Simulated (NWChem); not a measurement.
Program: NWChem. System: CSi, charge 0, spin multiplicity 3, at a geometry optimised with UB3LYP/def2-SVP. The structure started from a generated list of species. Its SCF solution wasn't tested for a lower state. Level: ROCCSD(T)/def2-TZVP, 6 core orbitals frozen.

Job file:

```
start mol
memory heap 100 mb stack 700 mb global 1900 mb
geometry units angstroms nocenter noautoz
  Si     0.000000     0.000000     0.516929
  C      0.000000     0.000000    -1.206167
  symmetry group C2v
end
basis spherical
  * library def2-tzvp
end
scf
  rohf
  nopen 2
  maxiter 100
  thresh 1e-7
  semidirect memsize 60000000 filesize 0
  # guess.movecs holds the orbitals of an unrestricted PBE0 run
  vectors input guess.movecs swap 9 11 output mol.movecs
end
tce
  freeze core 6
  ccsd(t)
  2eorb
  2emet 13
  thresh 1e-6
  maxiter 100
  tilesize 24
end
task tce energy
```

Part of the output:

```
             Northwest Computational Chemistry Package (NWChem) 7.3.0
             --------------------------------------------------------

                                NWChem Input Module
                                -------------------

 Scaling coordinates for geometry "geometry" by  1.889725989
 (inverse scale =  0.529177249)

 Turning off AUTOSYM since
 SYMMETRY directive was detected!

                             Geometry "geometry" -> ""
                             -------------------------

 Output coordinates in angstroms (scale by  1.889725989 to convert to a.u.)

  No.       Tag          Charge          X              Y              Z
 ---- ---------------- ---------- -------------- -------------- --------------
    1 Si                  14.0000     0.00000000     0.00000000     0.51692900
    2 C                    6.0000     0.00000000     0.00000000    -1.20616700

 Effective nuclear repulsion energy (a.u.)      25.7971052779

            Nuclear Dipole moment (a.u.)
            ----------------------------
        X                 Y               Z
 ---------------- ---------------- ----------------
     0.0000000000     0.0000000000     0.0000075589

      Symmetry information
      --------------------

 Group name             C2v
 Group number             16
 Group order               4
 No. of unique centers     2

      Symmetry unique atoms

     1    2


 Summary of "ao basis" -> "" (spherical)
 ------------------------------------------------------------------------------
       Tag                 Description            Shells   Functions and Types
 ---------------- ------------------------------  ------  ---------------------
 *                         def2-tzvp                  on all atoms

 Summary of "ao basis" -> "ao basis" (spherical)
 ------------------------------------------------------------------------------
       Tag                 Description            Shells   Functions and Types
 ---------------- ------------------------------  ------  ---------------------
 Si                        def2-tzvp                13       37   5s5p2d1f
 C                         def2-tzvp                11       31   5s3p2d1f

                                 NWChem SCF Module
                                 -----------------

  ao basis        = "ao basis"
  functions       =    68
  atoms           =     2
  closed shells   =     9
  open shells     =     2
  charge          =   0.00
  wavefunction    = ROHF
  use symmetry    = T
  symmetry adapt  = T

 Summary of "ao basis" -> "ao basis" (spherical)
 ------------------------------------------------------------------------------
       Tag                 Description            Shells   Functions and Types
 ---------------- ------------------------------  ------  ---------------------
 Si                        def2-tzvp                13       37   5s5p2d1f
 C                         def2-tzvp                11       31   5s3p2d1f

      Symmetry analysis of basis
      --------------------------

        a1         30
        a2          6
        b1         16
        b2         16

 Forming initial guess at       0.0s

 Swapping ROHF orbitals     9   11

      Symmetry analysis of molecular orbitals - initial
      -------------------------------------------------

  Numbering of irreducible representations:

     1 a1          2 a2          3 b1          4 b2

  Orbital symmetries:

     1 a1          2 a1          3 a1          4 b1          5 a1
     6 b2          7 a1          8 a1          9 b2         10 a1
    11 b1         12 b1         13 b2         14 a1         15 a1
    16 b1         17 b2         18 a1         19 a2         20 a1
    21 a1

 Starting SCF solution at       0.0s

 ----------------------------------------------
         Quadratically convergent ROHF

 Convergence threshold     :          1.000E-07
 Maximum no. of iterations :          100
 Final Fock-matrix accuracy:          1.000E-09
 ----------------------------------------------

              iter       energy          gnorm     gmax       time
             ----- ------------------- --------- --------- --------
                 1     -326.5008386010  1.08D+00  4.17D-01      0.4
                 2     -326.5862134561  4.17D-01  1.99D-01      0.5
                 3     -326.6062753788  4.63D-01  2.58D-01      0.5
                 4     -326.6132508752  2.85D-01  1.36D-01      0.5
                 5     -326.6172841682  5.39D-02  2.80D-02      0.5
                 6     -326.6192983123  5.54D-03  2.58D-03      0.6
                 7     -326.6193128372  4.95D-05  2.09D-05      0.7
                 8     -326.6193128391  6.70D-09  2.60D-09      0.9

       Final ROHF results
       ------------------

         Total SCF energy =   -326.619312839070
      One-electron energy =   -502.551231358214
      Two-electron energy =    150.134813241217
 Nuclear repulsion energy =     25.797105277927

        Time for solution =      0.8s

       Symmetry analysis of molecular orbitals - final
       -----------------------------------------------

  Numbering of irreducible representations:

     1 a1          2 a2          3 b1          4 b2

  Orbital symmetries:

     1 a1          2 a1          3 a1          4 b1          5 a1
     6 b2          7 a1          8 a1          9 b2         10 a1
    11 b1         12 b1         13 b2         14 a1         15 a1
    16 b1         17 b2         18 a1         19 a2         20 a1
    21 b1

             Final eigenvalues
             -----------------

              1
    1  -68.8179
    2  -11.2825
[...]
   15    0.2831
   16    0.3012
   17    0.3027
   18    0.3289
   19    0.3505
   20    0.3509
   21    0.4023

                       ROHF Final Molecular Orbital Analysis
                       -------------------------------------

 Vector    9  Occ=2.000000D+00  E=-3.298589D-01  Symmetry=b2
              MO Center= -4.7D-16,  1.9D-15, -5.7D-01, r^2= 2.1D+00
   Bfn.  Coefficient  Atom+Function         Bfn.  Coefficient  Atom+Function
  ----- ------------  ---------------      ----- ------------  ---------------
    16      0.299731  1 Si py                44      0.291565  2 C  py
    47      0.290158  2 C  py                50      0.205075  2 C  py
    19      0.193911  1 Si py

 Vector   10  Occ=1.000000D+00  E=-1.999767D-01  Symmetry=a1
              MO Center= -1.7D-14, -3.3D-15, -1.3D+00, r^2= 1.4D+00
   Bfn.  Coefficient  Atom+Function         Bfn.  Coefficient  Atom+Function
  ----- ------------  ---------------      ----- ------------  ---------------
    45      0.394762  2 C  pz                48      0.369369  2 C  pz
    41     -0.261852  2 C  s                 17     -0.211847  1 Si pz
    40     -0.174799  2 C  s                  5     -0.167900  1 Si s
    51      0.165012  2 C  pz

 Vector   11  Occ=1.000000D+00  E=-1.702178D-01  Symmetry=b1
              MO Center=  1.1D-14, -4.1D-16, -8.8D-01, r^2= 1.5D+00
   Bfn.  Coefficient  Atom+Function         Bfn.  Coefficient  Atom+Function
  ----- ------------  ---------------      ----- ------------  ---------------
    46      0.381713  2 C  px                43      0.368271  2 C  px
    15      0.208241  1 Si px                49      0.209255  2 C  px

 Vector   12  Occ=0.000000D+00  E= 6.244420D-02  Symmetry=b1
              MO Center=  1.0D-14,  4.4D-16,  6.1D-01, r^2= 4.1D+00
   Bfn.  Coefficient  Atom+Function         Bfn.  Coefficient  Atom+Function
  ----- ------------  ---------------      ----- ------------  ---------------
    18      0.893944  1 Si px                49     -0.467189  2 C  px
    15      0.226627  1 Si px                43     -0.167222  2 C  px

 Vector   13  Occ=0.000000D+00  E= 6.663217D-02  Symmetry=b2
              MO Center=  1.7D-16,  1.8D-14,  3.1D-01, r^2= 4.2D+00
   Bfn.  Coefficient  Atom+Function         Bfn.  Coefficient  Atom+Function
  ----- ------------  ---------------      ----- ------------  ---------------
    19      0.831293  1 Si py                50     -0.532493  2 C  py
    44     -0.234558  2 C  py                16      0.209566  1 Si py
    47     -0.183550  2 C  py

 Vector   14  Occ=0.000000D+00  E= 1.398035D-01  Symmetry=a1
              MO Center=  4.3D-16,  6.1D-16,  1.2D+00, r^2= 6.8D+00
   Bfn.  Coefficient  Atom+Function         Bfn.  Coefficient  Atom+Function
  ----- ------------  ---------------      ----- ------------  ---------------
     5      3.812383  1 Si s                 42     -3.825921  2 C  s
    20     -2.830346  1 Si pz                51     -1.633976  2 C  pz
    17     -0.518368  1 Si pz                28      0.440251  1 Si d  0
    41     -0.390374  2 C  s                 48     -0.340245  2 C  pz
    59     -0.157859  2 C  d  0

 center of mass
 --------------
 x =   0.00000000 y =   0.00000000 z =  -0.00056335

 moments of inertia (a.u.)
 ------------------
          89.040682989280           0.000000000000           0.000000000000
           0.000000000000          89.040682989280           0.000000000000
           0.000000000000           0.000000000000           0.000000000000

  Mulliken analysis of the total density
  --------------------------------------

    Atom       Charge   Shell Charges
 -----------   ------   -------------------------------------------------------
    1 Si  14    13.72   2.00  0.59  1.38  1.06  0.80  4.10  1.74  0.42  0.98  0.44  0.07  0.10  0.02
    2 C    6     6.28   0.86  1.12  0.57  0.82  0.18  0.96  1.19  0.55  0.00  0.02  0.00

 Mulliken analysis of the open-shell density
 -------------------------------------------

    Atom       Charge   Shell Charges
 -----------   ------   -------------------------------------------------------
    1 Si  14     0.36   0.00  0.00 -0.00  0.00  0.02  0.01 -0.01  0.06  0.19  0.05  0.02  0.02  0.01
    2 C    6     1.64   0.00 -0.00  0.05  0.09  0.04  0.55  0.65  0.24  0.00  0.00  0.00

       Multipole analysis of the density wrt the origin
       ------------------------------------------------

     L   x y z        total         open         nuclear
     -   - - -        -----         ----         -------
     0   0 0 0     -0.000000     -2.000000     20.000000

     1   1 0 0      0.000000      0.000000      0.000000
     1   0 1 0      0.000000      0.000000      0.000000
     1   0 0 1      0.594537      4.125047      0.000008

     2   2 0 0    -12.813646     -3.676010      0.000000
     2   1 1 0      0.000000     -0.000000      0.000000
     2   1 0 1      0.000000     -0.000000      0.000000
     2   0 2 0    -15.696563     -1.731809      0.000000
     2   0 1 1      0.000000     -0.000000      0.000000
     2   0 0 2    -15.034232    -14.036077     44.531355

                   NWChem Extensible Many-Electron Theory Module
                   ---------------------------------------------


            General Information
            -------------------
      Number of processors :     1
         Wavefunction type : Restricted open-shell Hartree-Fock
          No. of electrons :    20
           Alpha electrons :    11
            Beta electrons :     9
           No. of orbitals :   136
            Alpha orbitals :    68
             Beta orbitals :    68
        Alpha frozen cores :     6
         Beta frozen cores :     6
     Alpha frozen virtuals :     0
      Beta frozen virtuals :     0
         Spin multiplicity : triplet
    Number of AO functions :    68
       Number of AO shells :    24
        Use of symmetry is : on
      Symmetry adaption is : on
         Schwarz screening : 0.10D-09

          Correlation Information
          -----------------------
          Calculation type : Coupled-cluster singles & doubles w/ perturbation
   Perturbative correction : (T)
            Max iterations :      100
        Residual threshold : 0.10D-05
     T(0) DIIS level shift : 0.00D+00
     L(0) DIIS level shift : 0.00D+00
     T(1) DIIS level shift : 0.00D+00
     L(1) DIIS level shift : 0.00D+00
     T(R) DIIS level shift : 0.00D+00
     T(I) DIIS level shift : 0.00D+00
   CC-T/L Amplitude update :  5-th order DIIS
                I/O scheme : Global Array Library
        L-threshold :  0.10D-05
        EOM-threshold :  0.10D-05
 no EOMCCSD initial starts read in
 TCE RESTART OPTIONS
 SLICE:      F
 D4D5:       F
 quantumc:   F
 qrotation:  F
 pwtce:      F
 qducc:      F
 nacto:                         0
 nrotv:                         0
 nrot:                          0

            Memory Information
            ------------------
          Available GA space size is     249027552 doubles
          Available MA space size is     104850588 doubles

 Maximum block size supplied by input
 Maximum block size        24 doubles

 tile_dim =     23

 -------------------------------------------------

 Global array virtual files algorithm will be used

 Parallel file system coherency ......... OK

 4-electron integrals stored in orbital form

 v2    file size   =          1189786
 4-index algorithm nr.  13 is used
 imaxsize =       30
 imaxsize ichop =        0


CCSD iterations
 ---------------------------------------------------------
 Iter          Residuum       Correlation     Cpu    Wall
 ---------------------------------------------------------
    1   0.1296445490875  -0.2119442903203     0.3     0.3
    2   0.0464240186865  -0.2168802869577     0.3     0.3
    3   0.0384734112929  -0.2227839797486     0.3     0.3
    4   0.0392680227655  -0.2259297386864     0.3     0.3
    5   0.0509185109555  -0.2243694326827     0.3     0.3
    6   0.0043121975782  -0.2267017533753     0.3     0.3
    7   0.0029578364428  -0.2266472060445     0.3     0.3
    8   0.0020818570957  -0.2267655638922     0.3     0.3
    9   0.0019713367272  -0.2267604273769     0.3     0.3
   10   0.0016551500382  -0.2268846205061     0.3     0.3
   11   0.0005047316480  -0.2269916229654     0.3     0.3
   12   0.0003606775979  -0.2269835843210     0.3     0.3
   13   0.0002250003046  -0.2269734367499     0.3     0.3
   14   0.0002057585224  -0.2269780959750     0.3     0.3
   15   0.0001396249439  -0.2269686907389     0.3     0.3
   16   0.0000629081272  -0.2269685319034     0.3     0.3
   17   0.0000455167291  -0.2269678742817     0.3     0.3
   18   0.0000398316899  -0.2269684158710     0.3     0.3
   19   0.0000420445474  -0.2269700426670     0.3     0.3
   20   0.0000453732966  -0.2269691388508     0.3     0.3
   21   0.0000090735113  -0.2269719666802     0.3     0.3
   22   0.0000058930251  -0.2269717003490     0.3     0.3
   23   0.0000038520158  -0.2269714624052     0.3     0.3
   24   0.0000038202465  -0.2269716708805     0.3     0.3
   25   0.0000032583618  -0.2269713842951     0.3     0.3
   26   0.0000011292571  -0.2269714992612     0.3     0.3
   27   0.0000008058554  -0.2269714826310     0.3     0.3
 -----------------------------------------------------------------
 Iterations converged
 CCSD correlation energy / hartree =        -0.226971482630967
 CCSD total energy / hartree       =      -326.846284321700750

 Singles contributions
    10a1  (beta ) ---     8a1  (beta )        0.1405339417

 Doubles contributions
    13b2  (alpha)    13b2  (beta ) ---     9b2  (alpha)     9b2  (beta )       -0.1166103802
 CCSD(T)
 Using plain CCSD(T) code
             total no. of tasks          708
 total no. of tasks / no. procs          708
                         wl_min            2           1.1
                         wl_max        97336           6.8
        thresh for no. of tasks          708

 CCSD[T]  correction energy / hartree =        -0.016944038240951
 CCSD[T] correlation energy / hartree =        -0.243915520871918
 CCSD[T] total energy / hartree       =      -326.863228359941729
 CCSD(T)  correction energy / hartree =        -0.015661314238622
 CCSD(T) correlation energy / hartree =        -0.242632796869589
 CCSD(T) total energy / hartree       =      -326.861945635939378

 Task  times  cpu:       13.4s     wall:       13.4s

 Total times  cpu:       13.5s     wall:       13.5s
```
